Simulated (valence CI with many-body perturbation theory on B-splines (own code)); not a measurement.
## Forbidden lines of Tm63+

Level of theory: valence CI with perturbative core correlation (CI+MBPT): four valence electrons over a frozen Dirac-Fock core [He], a basis of 11 s, 11 p, 10 d, 8 f, 5 g, 2 h functions for each j, with the one-electron correlation potential Σ1 (screened to all orders), the two-electron term Σ2, the three-electron term Σ3, Breit, model QED; selected single and double excitations, second order for the rest, scaled by the run's own slope (own B-spline code, finite nucleus).

No measured spectrum was set against this ion. As an estimate, large intervals hold to a few tenths of a per cent, small ones and those within an open d or f shell to about a per cent. Among the levels kept, up to 990 cm⁻¹ of a level comes from second order outside the variational space, and about a tenth of that is noise between levels of different J, which matters for small intervals.

Lines 51 to 90 of 90 in falling wavelength, among levels below 881.88 Ry, chosen from the decays that carry over 1 % of a level's rate. Wavelengths and rates use the calculated energies. Electric multipoles are in the length gauge with retardation, E1 and E2 with the static RPA response of the core. S is in atomic units (e²a₀⁴ for E2 and M2, e²a₀⁶ for E3), for M1 in squared Bohr magnetons. Weak lines are less certain than strong ones. Lines between different terms over intervals too small for the method are left out, as are lines whose strength nearly cancels. The highest levels of a list are the least certain.

Levels are named by their leading jj configuration (3d3/2^4 stands for four electrons in 3d with j = 3/2), which in mixed levels can hold well under half, so a name can repeat and another be missing. Letters in brackets count levels of one name in rising energy.

| λ vac (Å) | Upper | Lower | Type | A (s⁻¹) | S (a.u.) |
| --- | --- | --- | --- | --- | --- |
| 1.339 | (2s^2 2p3/2 3p3/2) J=3 | (2s^2 2p1/2 2p3/2) J=1 | E2 | 6.85e+11 | 1.84e-05 |
| 1.337 | (2s^2 2p3/2 3p3/2) J=2 | (2s^2 2p1/2 2p3/2) J=2 | E2 | 7.97e+11 | 1.52e-05 |
| 1.334 | (2s^2 2p3/2 3p3/2) J=2 | (2s^2 2p1/2 2p3/2) J=1 | E2 | 3.46e+11 | 6.54e-06 |
| 1.333 | (2s^2 2p3/2 3p3/2) J=0 | (2s^2 2p1/2 2p3/2) J=2 | E2 | 1.12e+12 | 4.21e-06 |
| 1.325 | (2s 2p1/2 2p3/2 3d5/2) J=5 | (2s 2p1/2^2 2p3/2) J=2 | E3 | 6.20e+09 | 1.56e-06 |
| 1.325 | (2s 2p3/2^2 3d5/2) J=5 | (2s 2p1/2 2p3/2^2) J=3 | M2 | 1.56e+10 | 6.25e-07 |
| 1.319 | (2s^2 2p3/2 3d5/2) J=4 | (2s^2 2p1/2 2p3/2) J=2 | M2 | 2.34e+10 | 7.51e-07 |
| 1.319 | (2s^2 2p3/2 3d5/2) J=4 | (2s^2 2p1/2 2p3/2) J=2 | E3 | 2.52e+09 | 5.02e-07 |
| 1.317 | (2s^2 2p3/2 3d5/2) J=4 | (2s^2 2p1/2 2p3/2) J=1 | E3 | 4.35e+09 | 8.54e-07 |
| 1.302 | (2p1/2 2p3/2^2 3d3/2) J=4 | (2s 2p1/2 2p3/2^2) J=2 [b] | E2 | 3.33e+12 | 1.00e-04 |
| 1.302 | (2p1/2^2 2p3/2 3d3/2) J=2 | (2s 2p1/2^2 2p3/2) J=1 | E2 | 2.18e+12 | 3.64e-05 |
| 1.301 | (2p1/2^2 2p3/2 3d3/2) J=3 | (2s 2p1/2^2 2p3/2) J=1 | E2 | 2.76e+12 | 6.42e-05 |
| 1.300 | (2s 2p1/2 2p3/2 3d3/2) J=4 | (2s^2 2p1/2 2p3/2) J=2 | E2 | 2.95e+12 | 8.80e-05 |
| 1.298 | (2s 2p1/2^2 3d3/2) J=2 | (2s^2 2p1/2^2) J=0 | E2 | 3.46e+12 | 5.69e-05 |
| 1.295 | (2s 2p1/2 2p3/2 3d5/2) J=4 [a] | (2s^2 2p1/2 2p3/2) J=2 | E2 | 4.76e+11 | 1.40e-05 |
| 1.295 | (2p1/2 2p3/2^2 3d3/2) J=2 [c] | (2s 2p1/2 2p3/2^2) J=1 [b] | E2 | 3.18e+12 | 5.17e-05 |
| 1.294 | (2p1/2 2p3/2^2 3d5/2) J=4 | (2s 2p1/2 2p3/2^2) J=2 [b] | E2 | 4.82e+11 | 1.41e-05 |
| 1.293 | (2p1/2 2p3/2^2 3d5/2) J=3 | (2s 2p1/2 2p3/2^2) J=1 [a] | E2 | 2.15e+12 | 4.86e-05 |
| 1.291 | (2s 2p1/2 2p3/2 3d3/2) J=3 [c] | (2s^2 2p1/2 2p3/2) J=2 | E2 | 2.31e+12 | 5.17e-05 |
| 1.291 | (2p1/2^2 2p3/2 3d3/2) J=2 | (2s 2p1/2^2 2p3/2) J=2 | E2 | 3.77e+12 | 6.03e-05 |
| 1.290 | (2p1/2 2p3/2^2 3d3/2) J=2 [c] | (2s 2p1/2 2p3/2^2) J=0 | E2 | 2.26e+12 | 3.61e-05 |
| 1.290 | (2s 2p3/2^2 3d5/2) J=4 [a] | (2s^2 2p3/2^2) J=2 | E2 | 2.74e+12 | 7.87e-05 |
| 1.290 | (2p1/2 2p3/2^2 3d3/2) J=4 | (2s 2p1/2 2p3/2^2) J=3 | E2 | 2.15e+12 | 6.18e-05 |
| 1.290 | (2p1/2^2 2p3/2 3d3/2) J=3 | (2s 2p1/2^2 2p3/2) J=2 | E2 | 3.14e+12 | 7.01e-05 |
| 1.289 | (2p1/2^2 2p3/2 3d3/2) J=1 | (2s 2p1/2^2 2p3/2) J=2 | E2 | 5.48e+12 | 5.23e-05 |
| 1.289 | (2s 2p1/2 2p3/2 3d3/2) J=2 [c] | (2s^2 2p1/2 2p3/2) J=1 | E2 | 5.21e+12 | 8.27e-05 |
| 1.289 | (2p1/2^2 2p3/2 3d3/2) J=0 | (2s 2p1/2^2 2p3/2) J=2 | E2 | 5.92e+12 | 1.88e-05 |
| 1.289 | (2s 2p1/2 2p3/2 3d3/2) J=3 [c] | (2s^2 2p1/2 2p3/2) J=1 | E2 | 2.01e+12 | 4.47e-05 |
| 1.287 | (2p1/2 2p3/2^2 3d3/2) J=1 [a] | (2s 2p1/2 2p3/2^2) J=2 [a] | E2 | 4.81e+12 | 4.55e-05 |
| 1.287 | (2p1/2 2p3/2^2 3d3/2) J=2 [a] | (2s 2p1/2 2p3/2^2) J=2 [a] | E2 | 4.28e+12 | 6.75e-05 |
| 1.287 | (2p1/2 2p3/2^2 3d3/2) J=0 | (2s 2p1/2 2p3/2^2) J=2 [a] | E2 | 5.15e+12 | 1.62e-05 |
| 1.284 | (2p1/2 2p3/2^2 3d3/2) J=4 | (2s 2p1/2 2p3/2^2) J=2 [a] | E2 | 4.02e+11 | 1.13e-05 |
| 1.282 | (2s 2p3/2^2 3d5/2) J=2 [b] | (2s^2 2p3/2^2) J=0 | E2 | 7.40e+12 | 1.14e-04 |
| 1.280 | (2p1/2^2 2p3/2 3d5/2) J=4 | (2s 2p1/2^2 2p3/2) J=2 | E2 | 6.01e+12 | 1.66e-04 |
| 1.279 | (2s 2p1/2 2p3/2 3d5/2) J=4 [c] | (2s^2 2p1/2 2p3/2) J=2 | E2 | 4.23e+12 | 1.17e-04 |
| 1.278 | (2s 2p1/2 2p3/2 3d5/2) J=3 [c] | (2s^2 2p1/2 2p3/2) J=1 | E2 | 4.26e+12 | 9.07e-05 |
| 1.277 | (2p1/2 2p3/2^2 3d5/2) J=4 | (2s 2p1/2 2p3/2^2) J=2 [a] | E2 | 5.64e+12 | 1.54e-04 |
| 1.277 | (2p1/2 2p3/2^2 3d5/2) J=3 | (2s 2p1/2 2p3/2^2) J=2 [a] | E2 | 3.41e+12 | 7.24e-05 |
| 1.276 | (2s 2p3/2^2 3d5/2) J=4 [b] | (2s^2 2p3/2^2) J=2 | E2 | 5.84e+12 | 1.59e-04 |
| 1.276 | (2s 2p3/2^2 3d5/2) J=3 [b] | (2s^2 2p3/2^2) J=2 | E2 | 1.33e+12 | 2.80e-05 |
